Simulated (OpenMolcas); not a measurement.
**Computed transition rates of Co VI**

```json
{
 "Program": "OpenMolcas",
 "Method": "MS-CASPT2, IPEA 0.25 Eh, imaginary shift 0.1 Eh (closed shells correlated: 3s 3p)",
 "Basis": "ANO-RCC-VTZP [6s5p3d2f1g]",
 "Scalar Hamiltonian": "DKH2, point nucleus",
 "Active space": "4 electrons in 5 orbitals (3d)",
 "State averaging": "2S+1 = 5 even, 5 roots; 2S+1 = 3 even, 45 roots kept (CI in the orbitals of an earlier block); 2S+1 = 1 even, 50 roots kept (CI in the orbitals of an earlier block)",
 "Spin-orbit coupling": "RASSI with atomic mean-field integrals over the reference wave functions, term energies averaged over their components"
}
```

Rates come from the transition moments of the reference wave functions (E1 and E2 in the length form). At fixed line strength A goes as λ^-3 for E1 and M1 and as λ^-5 for E2, so a rate at the computed wavelength can be rescaled to the measured one. Measured vacuum wavelengths follow from level energies in Sugar and Corliss, J. Phys. Chem. Ref. Data 10, 1097 (1981). Branching counts decays inside the model space alone, at computed energies, and the table is only a selection of the E2 and M1 lines, drawn from those between levels with measured partners whose computed energy lies within a factor of 1.5 of the measured one.

```json
{"Upper": "3d⁴ ⁵D₁", "Lower": "3d⁴ ⁵D₀", "Type": "M1", "λ computed (nm)": "45170", "λ measured (nm)": "49020", "A computed (s-1)": "5.86e-04", "A rescaled (s-1)": "4.58e-04", "Branching %": "100.0"}
{"Upper": "3d⁴ ⁵D₂", "Lower": "3d⁴ ⁵D₁", "Type": "M1", "λ computed (nm)": "23630", "λ measured (nm)": "25970", "A computed (s-1)": "4.30e-03", "A rescaled (s-1)": "3.24e-03", "Branching %": "100.0"}
{"Upper": "3d⁴ ³H₅", "Lower": "3d⁴ ³H₄", "Type": "M1", "λ computed (nm)": "19930", "λ measured (nm)": "23290", "A computed (s-1)": "3.29e-03", "A rescaled (s-1)": "2.06e-03", "Branching %": "98.0"}
{"Upper": "3d⁴ ³H₆", "Lower": "3d⁴ ³H₅", "Type": "M1", "λ computed (nm)": "18570", "λ measured (nm)": "23370", "A computed (s-1)": "3.44e-03", "A rescaled (s-1)": "1.73e-03", "Branching %": "99.2"}
{"Upper": "3d⁴ ⁵D₃", "Lower": "3d⁴ ⁵D₂", "Type": "M1", "λ computed (nm)": "16750", "λ measured (nm)": "18670", "A computed (s-1)": "9.87e-03", "A rescaled (s-1)": "7.13e-03", "Branching %": "100.0"}
{"Upper": "3d⁴ ⁵D₄", "Lower": "3d⁴ ⁵D₃", "Type": "M1", "λ computed (nm)": "13460", "λ measured (nm)": "15220", "A computed (s-1)": "1.11e-02", "A rescaled (s-1)": "7.68e-03", "Branching %": "100.0"}
{"Upper": "3d⁴ ³G₅", "Lower": "3d⁴ ³H₅", "Type": "M1", "λ computed (nm)": "1536", "λ measured (nm)": "1653", "A computed (s-1)": "1.27e-01", "A rescaled (s-1)": "", "Branching %": "35.4"}
{"Upper": "3d⁴ ¹I₆", "Lower": "3d⁴ ³H₆", "Type": "M1", "λ computed (nm)": "689.1", "λ measured (nm)": "737.1", "A computed (s-1)": "4.14e-01", "A rescaled (s-1)": "", "Branching %": "56.0"}
{"Upper": "3d⁴ ¹I₆", "Lower": "3d⁴ ³H₅", "Type": "M1", "λ computed (nm)": "664.5", "λ measured (nm)": "714.6", "A computed (s-1)": "3.24e-01", "A rescaled (s-1)": "", "Branching %": "43.9"}
{"Upper": "3d⁴ ¹S₀(1)", "Lower": "3d⁴ ³P₁(1)", "Type": "M1", "λ computed (nm)": "543.9", "λ measured (nm)": "591.3", "A computed (s-1)": "4.26e+00", "A rescaled (s-1)": "", "Branching %": "99.9"}
{"Upper": "3d⁴ ¹D₂(1)", "Lower": "3d⁴ ³F₃(1)", "Type": "M1", "λ computed (nm)": "419.3", "λ measured (nm)": "452.4", "A computed (s-1)": "1.26e+00", "A rescaled (s-1)": "", "Branching %": "37.3"}
{"Upper": "3d⁴ ³H₄", "Lower": "3d⁴ ⁵D₄", "Type": "M1", "λ computed (nm)": "357.7", "λ measured (nm)": "376", "A computed (s-1)": "2.01e-02", "A rescaled (s-1)": "", "Branching %": "83.6"}
{"Upper": "3d⁴ ³P₀(1)", "Lower": "3d⁴ ⁵D₁", "Type": "M1", "λ computed (nm)": "350.5", "λ measured (nm)": "370.9", "A computed (s-1)": "3.90e+00", "A rescaled (s-1)": "", "Branching %": "100.0"}
{"Upper": "3d⁴ ³P₁(1)", "Lower": "3d⁴ ⁵D₂", "Type": "M1", "λ computed (nm)": "339.6", "λ measured (nm)": "358.8", "A computed (s-1)": "3.01e+00", "A rescaled (s-1)": "", "Branching %": "88.8"}
{"Upper": "3d⁴ ³F₄(1)", "Lower": "3d⁴ ⁵D₄", "Type": "M1", "λ computed (nm)": "325.8", "λ measured (nm)": "344.4", "A computed (s-1)": "2.11e+00", "A rescaled (s-1)": "", "Branching %": "81.3"}
{"Upper": "3d⁴ ³P₂(1)", "Lower": "3d⁴ ⁵D₃", "Type": "M1", "λ computed (nm)": "322", "λ measured (nm)": "340.4", "A computed (s-1)": "1.89e+00", "A rescaled (s-1)": "", "Branching %": "87.7"}
{"Upper": "3d⁴ ³F₃(1)", "Lower": "3d⁴ ⁵D₃", "Type": "M1", "λ computed (nm)": "320.4", "λ measured (nm)": "338.9", "A computed (s-1)": "1.24e+00", "A rescaled (s-1)": "", "Branching %": "65.2"}
{"Upper": "3d⁴ ³F₂(1)", "Lower": "3d⁴ ⁵D₂", "Type": "M1", "λ computed (nm)": "315.4", "λ measured (nm)": "333.7", "A computed (s-1)": "5.50e-01", "A rescaled (s-1)": "", "Branching %": "52.5"}
{"Upper": "3d⁴ ³G₄", "Lower": "3d⁴ ⁵D₄", "Type": "M1", "λ computed (nm)": "289.5", "λ measured (nm)": "305.9", "A computed (s-1)": "1.11e-01", "A rescaled (s-1)": "", "Branching %": "36.1"}
{"Upper": "3d⁴ ¹G₄(2)", "Lower": "3d⁴ ¹I₆", "Type": "E2", "λ computed (nm)": "248", "λ measured (nm)": "261.6", "A computed (s-1)": "4.26e+00", "A rescaled (s-1)": "3.26e+00", "Branching %": "48.1"}
{"Upper": "3d⁴ ³D₃", "Lower": "3d⁴ ⁵D₄", "Type": "M1", "λ computed (nm)": "237.5", "λ measured (nm)": "250.7", "A computed (s-1)": "1.04e+00", "A rescaled (s-1)": "", "Branching %": "59.3"}
{"Upper": "3d⁴ ³D₂", "Lower": "3d⁴ ⁵D₁", "Type": "M1", "λ computed (nm)": "227", "λ measured (nm)": "240.1", "A computed (s-1)": "5.50e-01", "A rescaled (s-1)": "", "Branching %": "36.7"}
{"Upper": "3d⁴ ³D₁", "Lower": "3d⁴ ⁵D₀", "Type": "M1", "λ computed (nm)": "224.8", "λ measured (nm)": "237.5", "A computed (s-1)": "6.53e-01", "A rescaled (s-1)": "", "Branching %": "34.8"}
{"Upper": "3d⁴ ¹D₂(2)", "Lower": "3d⁴ ¹G₄(1)", "Type": "E2", "λ computed (nm)": "147.1", "λ measured (nm)": "154.8", "A computed (s-1)": "3.49e+01", "A rescaled (s-1)": "2.70e+01", "Branching %": "63.6"}
{"Upper": "3d⁴ ¹S₀(2)", "Lower": "3d⁴ ¹D₂(1)", "Type": "E2", "λ computed (nm)": "111.9", "λ measured (nm)": "117.8", "A computed (s-1)": "6.36e+01", "A rescaled (s-1)": "4.92e+01", "Branching %": "77.1"}
```

Spin-changing lines and M1 lines between different terms are not rescaled, since their strength hangs on the term gaps too.

The largest correction is for 3d⁴ ³H₆ → 3d⁴ ³H₅ (M1): 3.44e-03 × (18570 / 23370)^3 = 1.73e-03 s-1, a factor of 0.50.

The computed rate and branching of 3d⁴ ⁵D₁ → 3d⁴ ⁵D₀ give the upper level a radiative lifetime of 1.000 / 5.86e-04 s-1 = 1.71e+03 s, counting decays inside the model space alone. The rescaled rate gives about 2.2e+03 s.

The computed order of these levels differs from the measured one in 1 place, and where term gaps are wrong the rates of spin-changing lines can be off by large factors.

These are rates of the free ion; in crystals, glasses and complexes forced electric-dipole and non-radiative decay shorten such lifetimes by orders of magnitude. No measured rate stands beside these. Rescaling mends the energy factor alone: line strengths can still be far off where a level mixes with configurations outside the active space, and weak or spin-changing lines hang on small mixing coefficients that depend on the term gaps too, so rescaling need not improve them.

Term energies are means over components that CASPT2 splits; among the terms shown or strongly mixed into the levels shown the widest spread is 970 cm-1 (3d⁴ ¹I). Terms from blocks run as CI alone lack orbitals of their own. The CASPT2 spread within a term exceeds the gap to the next term for 3d⁴ ¹G(1) and 3d⁴ ¹I, so the order of their levels is uncertain. Measured partners are found by configuration, term and J. A level has none where our copy of the source lacks it or the pairing is in doubt (some pairs that miss far off the trend of their configuration count as doubtful). Levels of configurations outside the active space are missing.

A number in round brackets counts repeated terms of one configuration in the order of the reference energies.
